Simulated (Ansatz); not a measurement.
Basis-set series for `[SiH3]B[CH2][GaH2]`. The species carries charge 0 and has multiplicity 1. The geometry is a stationary point of PBE0-D4/def2-TZVP. It is one conformer, not always the lowest.

| functional | basis | functions | energy (Eh) | HOMO (eV) | LUMO (eV) |
| --- | --- | --- | --- | --- | --- |
| PBE0-D4 | def2-SVP | 118 | -2281.22563 | -7.76 | -1.91 |
| PBE0-D4 | def2-QZVPP | 513 | -2281.70340 | -7.77 | -1.93 |
| ωB97M-V | def2-SVP | 118 | -2281.49655 | -9.89 | -0.18 |
| ωB97M-V | def2-QZVPP | 513 | -2281.97858 | -9.93 | -0.33 |

Task: Give the rows for def2-TZVPP. (Estimate.)

Result: Computed: 
```csv
functional,basis,functions,energy (Eh),HOMO (eV),LUMO (eV)
PBE0-D4,def2-TZVPP,264,-2281.64589,-7.77,-1.91
ωB97M-V,def2-TZVPP,264,-2281.92308,-9.93,-0.22
```

Scalar relativity is left out up to krypton.
